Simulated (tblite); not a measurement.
Species: C4H8O2Si2.
Cartesian coordinates in Å at the GFN2-xTB level; atoms count from 1:
```
atom  x, y, z in Å
O1     3.9867   -1.5465    0.7547
C2     3.7273   -0.5271    0.1692
O3     4.6615    0.2908   -0.3378
C4     2.3961   -0.0378   -0.0718
C5     1.2619    0.3351   -0.2529
Si6   -0.4988    0.8787   -0.5117
C7    -1.6171   -0.4274    0.2917
Si8   -3.4846   -0.0960    0.1610
H9     5.5457   -0.0662   -0.1599
H10   -0.6328    2.1893    0.1317
H11   -0.7066    0.9630   -1.9607
H12   -1.4003   -1.3985   -0.1559
H13   -1.3500   -0.5195    1.3456
H14   -4.2225   -1.1767    0.8197
H15   -3.8018    1.1777    0.8109
H16   -3.8723   -0.0300   -1.2499
```

All values are computed: GFN2-xTB (tblite) harmonic vibrations without scaling, gas phase. The method is semi-empirical: single wavenumbers can be off by several per cent or more. Modes of hydrogen on silicon can be 10 to 20 % off. One conformer, not necessarily the lowest.

Q: How many normal modes are there?

A: 16 atoms, non-linear: 3N − 6 = 42.

Q: What is the point group of the computed structure, and how do the modes divide by symmetry?

A: Cs. The vibrations span 26 a′ + 16 a″.

Q: How many distinct wavenumbers does the calculation give?

A: 42: Cs has no degenerate species.

Q: How many fundamentals are allowed in the infrared by symmetry?

A: 42 of 42: in Cs every mode is allowed. All fundamentals are allowed in the Raman spectrum.

Q: Zero-point energy?

A: ½Σν̃ = 21807 cm⁻¹ = 2.704 eV (41 modes), 1.529 eV of it from above 1550 cm⁻¹. The slightly imaginary mode (11.7i cm⁻¹) is left out.

Q: How far is the lowest real mode excited at 77 K, as a harmonic oscillator?

A: θ = hcν̃/k = 50 K for 34.7 cm⁻¹, so N1/N0 = 0.52 and ⟨v⟩ = 1/(exp(θ/T) − 1) = 1.1.
